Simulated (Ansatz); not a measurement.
Molecule: chloro(trimethoxy)silane, C3H9ClO3Si, charge 0, multiplicity 1. SMILES: CO[Si](Cl)(OC)OC
Geometry from a B3LYP-D3(BJ)/def2-TZVP (Ansatz, an electronic-structure program) optimisation:
```
Si
O 1 1.6166
C 2 1.4228 1 125.96
H 3 1.0889 2 107.70 1 178.10
H 3 1.0919 4 109.19 2 -120.28
H 3 1.0924 4 109.15 5 -119.35
O 1 1.6166 2 110.05 3 61.88
C 7 1.4228 1 125.96 2 -176.68
H 8 1.0889 7 107.70 1 178.10
H 8 1.0919 9 109.19 7 -120.28
H 8 1.0924 9 109.15 10 -119.35
O 1 1.6166 2 110.05 3 -176.68
C 12 1.4228 1 125.96 2 61.88
H 13 1.0889 12 107.70 1 178.10
H 13 1.0919 14 109.19 12 -120.28
H 13 1.0924 14 109.15 15 -119.35
Cl 1 2.0758 2 108.89 3 -57.40
```
Charge 0, spin multiplicity 1.

Quantity: vertical ionisation energy (to the doublet state of charge +1; each state is the SCF solution reached for its spin; the molecule has degenerate orbitals, so one determinant may break the symmetry; for the doublet the Hartree-Fock reference is unstable and T1 is 0.029), in eV. Cores are frozen in the correlated levels unless marked. Open shells are spin-unrestricted. No spin-orbit coupling. Non-relativistic.  The program attaches cautions to a run behind CCSD/aug-cc-pV(D+d)Z: other roots. The program attaches cautions to a run behind CCSD(T)/aug-cc-pV(D+d)Z: other roots.

```tsv
level	program	vertical ionisation energy (eV)
HF/aug-cc-pV(T+d)Z	Ansatz	9.90
SVWN5/def2-TZVPD	Ansatz	9.73
PBE/def2-TZVPD	Ansatz	9.58
r2SCAN/def2-TZVPD	Ansatz	9.84
B3LYP/def2-TZVPD	Ansatz	10.23
PBE0/def2-TZVPD	Ansatz	10.32
BHLYP/def2-TZVPD	Ansatz	10.83
CAM-B3LYP/def2-TZVPD	Ansatz	10.74
wB97M-V/def2-TZVPD	Ansatz	10.86
wB97X-V/def2-TZVPD	Ansatz	10.90
B2PLYP/def2-TZVPD	Ansatz	10.87
RI-MP2/aug-cc-pV(T+d)Z	Ansatz	11.57
CCSD/aug-cc-pV(D+d)Z	Ansatz	11.08
CCSD(T)/aug-cc-pV(D+d)Z	Ansatz	10.90
```
